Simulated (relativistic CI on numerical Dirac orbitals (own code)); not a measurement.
**Slater and spin-orbit integrals, Hf37+**

Method of calculation: Dirac-Coulomb-Breit CI, separate exchange-only KLI orbitals for each configuration, model QED (radiative potential, 1s self-energy scaled to tabulated hydrogen-like ionisation energies), unscaled Slater integrals (own radial code, finite nucleus).

Slater integrals F^k, G^k are unscaled and averaged over j, outside the closed core [Ar] 3d10; ζ comes from projecting the Hamiltonian with its Breit term on Σ l·s of the shell.

- 4s²4p⁵: ζ(4p) = 431470 cm⁻¹; <r>(4p) = 0.43, <r^2>(4p) = 0.2093 (bohr units).
- 4s²4p⁴4d: F^2(4p,4p) = 237410, ζ(4p) = 432070, F^2(4p,4d) = 233740, G^1(4p,4d) = 289220, G^3(4p,4d) = 185710, ζ(4d) = 54384 cm⁻¹; <r>(4p) = 0.4301, <r^2>(4p) = 0.2093, <r>(4d) = 0.4295, <r^2>(4d) = 0.2108 (bohr units).
- 4s4p⁵4d: G^1(4s,4p) = 310760, ζ(4p) = 431790, G^2(4s,4d) = 229620, F^2(4p,4d) = 233690, G^1(4p,4d) = 289180, G^3(4p,4d) = 185670, ζ(4d) = 54673 cm⁻¹; <r>(4s) = 0.4193, <r^2>(4s) = 0.1977, <r>(4p) = 0.4302, <r^2>(4p) = 0.2094, <r>(4d) = 0.4295, <r^2>(4d) = 0.2109 (bohr units).

Averages of the first 10 configurations, taken without configuration mixing, which lowers the lowest level and can move excited configurations by several eV; other configurations of the list can lie among them:

```json
{"Configuration": "4s²4p⁵", "Parity": "odd", "States": "6", "Average energy above the lowest level (eV)": "28.4"}
{"Configuration": "4s4p⁶", "Parity": "even", "States": "2", "Average energy above the lowest level (eV)": "189.7"}
{"Configuration": "4s²4p⁴4d", "Parity": "even", "States": "150", "Average energy above the lowest level (eV)": "216.4"}
{"Configuration": "4s4p⁵4d", "Parity": "odd", "States": "120", "Average energy above the lowest level (eV)": "373.1"}
{"Configuration": "4s²4p⁴4f", "Parity": "odd", "States": "210", "Average energy above the lowest level (eV)": "402.3"}
{"Configuration": "4s4p⁵4f", "Parity": "even", "States": "168", "Average energy above the lowest level (eV)": "559.2"}
{"Configuration": "4p⁶4d", "Parity": "even", "States": "10", "Average energy above the lowest level (eV)": "540.4"}
{"Configuration": "4s4p⁴4d²", "Parity": "even", "States": "1350", "Average energy above the lowest level (eV)": "559.5"}
{"Configuration": "4s²4p³4d4f", "Parity": "even", "States": "2800", "Average energy above the lowest level (eV)": "590.9"}
{"Configuration": "4p⁶4f", "Parity": "odd", "States": "14", "Average energy above the lowest level (eV)": "726.8"}
```
